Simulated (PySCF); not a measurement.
CH3F3Ti, SMILES [CH3][Ti]([F])([F])[F], multiplicity 1. Heavy atoms are numbered as in [Ti:1]([F:2])([F:3])([F:4])[CH3:5]. Hydrogens are named by the atom that carries them.

Coordinates come from a PBE0-D3(BJ)/def2-SVP optimisation. The multiplicity is an assumed one; no other spin state was optimised. The structure was generated by enumeration; whether it is a known compound was not checked.

The numbers are results of PBE0/pcSseg-1 in PySCF, not measurements.

GIAO shieldings, no solvent; atoms alike by connectivity are averaged. δ = σ(ref) − σ: ¹⁹F against CFCl3 (σ = 167.2 ppm); ¹³C against TMS (σ = 186.3 ppm); ¹H against TMS (σ = 31.56 ppm), references at their B3LYP-D3(BJ)/def2-TZVP geometries, non-relativistic.

Computed chemical shifts:
| nucleus | atoms | count | δ (ppm) |
|---|---|---|---|
| ¹⁹F | F2 | 3 | 308.6 |
| ¹³C | C5 (CH3) | 1 | 74.1 |
| ¹H | H on C5 | 3 | 2.52 |
